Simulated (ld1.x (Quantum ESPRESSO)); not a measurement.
Zr, TM: configuration errors across variants

ld1.x (Quantum ESPRESSO) 7.5 input, shortened:

```
&input
   title='Zr', zed=40., rel=2, dft='PZ', iswitch=3,
   config='[Kr] 4d2 5s1.5 5p0', rel_dist='average'
 /
 &inputp
   pseudotype=2, tm=.true., lloc=-1, rcloc=3.30,
   nlcc=.true., new_core_ps=.true., rcore=1.35
 /
3
5S  1  0   1.50   0.00  3.00  3.00  0.0
5P  2  1   0.00   0.00  4.20  4.20  0.0
4D  3  2   2.00   0.00  2.85  2.85  0.0
 &test
   configts(1)='4d2 5s1.5 5p0'
 /
```

Open shells are filled in proportion to 2j + 1 (rel_dist='average').

All-electron excitation energies from the reference (eV): (1) 4d2 5s2 5p0 -2.971; (2) 4d2 5s1 5p0 4.380; (3) 4d2 5s0 5p0 17.622; (4) 4d1 5s0 5p0 40.439; (5) 4d2 5s1 5p1 0.143; (6) 4d3 5s0 5p0 4.839; (7) 4d2 5s0 5p1 8.189.

2 further variants failed, have other tests or too few solved ones, and are left out.

Errors AE − PS in meV (a dash: test not solved or not reliable):

| change | (1) | (2) | (3) | (4) | (5) | (6) | (7) | bound ghosts |
| --- | --- | --- | --- | --- | --- | --- | --- | --- |
| base | -0.1 | -0.5 | -22 | -237 | -1.8 | -93 | -4.6 | none |
| local potential all-electron potential smoothed inside 2.25 bohr (lloc = -2) | +0.6 | +0.5 | -20 | -219 | -1.7 | -88 | -2.7 | none |
| core correction Bessel-smoothed model core inside 1.30 bohr | -0.1 | -0.5 | -22 | -236 | -1.8 | -93 | -4.6 | none |
| wave 5s (bound): rc 3.00 bohr becomes 5s (bound): rc 3.52 bohr | 0.0 | -0.5 | -27 | -272 | -2.4 | -78 | -8.5 | none |
| wave 4d (bound): rc 2.85 bohr becomes 4d (bound): rc 2.28 bohr | -0.3 | -0.6 | -23 | -256 | -1.8 | -110 | -4.6 | none |
| wave 5p (bound): rc 4.20 bohr becomes 5p (bound): rc 4.08 bohr | -0.1 | -0.5 | -22 | -237 | -1.9 | -93 | -5.6 | none |

Task: Give the same row for: all radii but the core radius scaled by about 1.28 (s 3.84, p 5.38, d 3.64 bohr); local potential all-electron potential smoothed inside 4.22 bohr (lloc = -1).

Result: -2.6, -4.7, -73, -334, -2.2, -12, -11; bound ghosts: none.
